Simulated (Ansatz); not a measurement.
A trace of molecular dynamics of C3H7NSe (12 atoms, charge 0, multiplicity 1).

The calculation used RKS PBE0-D4/def2-SVP (Ansatz).

```
ensemble                      : NVE (velocity Verlet)
starting velocities drawn for : 100 K
seed                          : 5847
```

| time (fs) | T (K) | potential energy less start (eV) | conserved less start (meV/atom) |
| --- | --- | --- | --- |
| 0.0 | 100 | 0.000 | 0.00 |
| 4.0 | 65 | 0.046 | 0.06 |
| 8.0 | 175 | -0.094 | 0.18 |
| 12.0 | 1433 | -1.726 | -0.20 |
| 16.0 | 2305 | -2.860 | -0.79 |
| 20.0 | 847 | -0.963 | 0.23 |
| 24.0 | 2017 | -2.498 | -1.67 |
| 28.0 | 2090 | -2.579 | -0.56 |
| 32.0 | 951 | -1.099 | 0.15 |
| 36.0 | 1869 | -2.313 | -2.19 |
| 40.0 | 1394 | -1.679 | -0.55 |
| 44.0 | 1173 | -1.385 | 0.13 |
| 48.0 | 2004 | -2.474 | -1.05 |
| 52.0 | 1526 | -1.844 | -0.07 |
| 56.0 | 1455 | -1.753 | -0.13 |
| 60.0 | 1429 | -1.740 | -1.89 |
| 64.0 | 950 | -1.095 | 0.31 |
| 68.0 | 1737 | -2.139 | -1.88 |
| 72.0 | 1712 | -2.087 | -0.22 |
| 76.0 | 1211 | -1.436 | 0.05 |
| 80.0 | 1073 | -1.244 | 1.09 |
| 84.0 | 1299 | -1.549 | 0.06 |
| 88.0 | 1434 | -1.726 | -0.11 |
| 92.0 | 1616 | -1.985 | -2.07 |
| 96.0 | 882 | -1.008 | 0.24 |
| 100.0 | 2081 | -2.582 | -1.73 |

Task: Is this trajectory sound?

Result: The conserved energy stayed within 2.4 meV per atom of its start (net change -1.7 meV per atom), so there is no drift, though single steps change it by up to 29 meV in the whole system, a sign of fast motions only just resolved. The kinetic energy rose, since the run started high on the potential surface and went downhill. A run of 0.1 ps of so small a system gives no equilibrium averages. The orbitals stay closed-shell, which can raise the energy where a bond breaks towards radicals; this wasn't checked here. The time step was 0.5 fs.

Time of the run: 7.7 min on 2 threads of Intel(R) Xeon(R) 6975P-C (Granite Rapids), with other jobs on the host, peak memory 0.33 GiB.
